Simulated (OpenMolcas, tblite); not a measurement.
**BSiH4O2F (SMILES O[SiH2]B(O)F): the vertical energy of the triplet above the singlet, rung by rung**

BSiH4O2F: 9 atoms, total charge 0, spin state singlet. As SMILES, `O[SiH2]B(O)F`. Geometry: relaxed at PBE0-D4/def2-TZVP. This is one conformer, not always the lowest.

Quantity: the vertical energy of the triplet above the singlet, in eV. The values are calculated.

| level | kind | program | value (eV) | CPU time (all runs) |
| --- | --- | --- | --- | --- |
| GFN1-xTB | semi-empirical | tblite | 4.38 | under 2 s |
| IPEA1-xTB | semi-empirical | tblite | 4.79 | 2.1 s |
| HF/def2-SVP | Hartree–Fock | OpenMolcas | 5.55 | 18 s |
| SVWN5/def2-SVP | LDA | OpenMolcas | 5.17 | 49 s |
| BLYP/def2-SVP | GGA | OpenMolcas | 5.24 | 80 s |
| M06-L/def2-SVP | meta-GGA | OpenMolcas | 5.41 | 1.8 min |
| PBE0/def2-SVP | global hybrid | OpenMolcas | 5.36 | 76 s |

The values span 4.38 to 5.55 eV. A triplet this far above the singlet is often a Rydberg-like or dissociative state; sets without diffuse functions put Rydberg states too high. CPU times are rough (shared hosts, several kinds of processor and program).
